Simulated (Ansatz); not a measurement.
Zr2S2⁺, relaxed as a doublet with UKS B3LYP-D4/def2-SVP in Ansatz, starting from the GFN1-xTB geometry. Force threshold 0.02 eV/Å.

In the def2 sets Zr takes a core potential; there is no spin–orbit coupling. No other spin state of charge 1 was run. The structure comes from a short search, and lower isomers may exist.

Start:

```csv
atom,x (Å),y (Å),z (Å)
Zr1,-0.161,-0.388,0.575
Zr2,0.759,0.722,-2.036
S3,-0.419,1.899,-0.396
S4,-0.179,-2.233,1.856
```

(1) Estimate the energy that the relaxation releases and the steps that it takes.

(2) Does the start keep its bonding and symmetry?

(3) Predict the relaxed structure.

Answers

(1) 276.3 kJ/mol, in 14 steps; 73 s on 4 threads of Arm Neoverse V2 on a shared host. No frequencies were taken in this run, so the end may be a saddle point.

(2) Bonds formed: Zr2–S4 (atoms count from 1). The end is the same structure that another start reached, the lowest one found. Point group Cs at the start, C2v at the end, both within 0.05 Å.

(3) 
```tsv
atom	x (Å)	y (Å)	z (Å)
Zr1	-1.126	0.051	0.811
Zr2	0.492	-0.303	-1.262
S3	0.013	1.842	-0.305
S4	0.621	-1.590	0.755
```
Bond lengths (bridged metal pairs left out): 4 × S–Zr 2.40 Å.
